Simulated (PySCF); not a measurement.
How methods differ on the ionisation energy of Pt³⁺

Pt³⁺ [Xe] 4f14 5d7 [5d3/2^4 5d5/2^3, M_J = 9/2] → Pt⁴⁺ [Xe] 4f14 5d6 [5d3/2^4 5d5/2^2, M_J = 4], as a difference of total energies. Computed with PySCF 2.14 in x2c-SVPall-2c (7s9p9d2f, 93 functions), with the two-component X2C-1e Hamiltonian. Correlated levels: [Kr] 4d10 4f14 frozen; the 22 highest virtual spinors dropped. "Screened" scales the spin-orbit matrix elements by Boettger's factors to mimic the two-electron term; Breit and QED terms are absent.

```csv
method,ionisation energy (eV)
GHF (spin-free),42.988
GMP2 (spin-free),43.707
GHF (screened spin-orbit),43.068
GMP2 (screened spin-orbit),43.762
```

How much does correlation contribute at GMP2 (screened spin-orbit)?

43.762 − (43.068) = 0.694 eV, measured against GHF (screened spin-orbit).

The spin-free rows relax to the high-spin LS determinant and lack the spin-orbit shift.

Errors of the correlated levels include the incompleteness of this basis and the frozen core.

The labels give the starting determinants; with spin-orbit coupling the two ends relaxed to ⟨J²⟩ = 24.76, ⟨L²⟩ = 13.37, ⟨S²⟩ = 3.43 and ⟨J²⟩ = 20.03, ⟨L²⟩ = 7.18, ⟨S²⟩ = 5.48.

For comparison: 43 ± 1.7 eV (theoretical estimate listed by NIST; NIST Atomic Spectra Database, ionization energies).
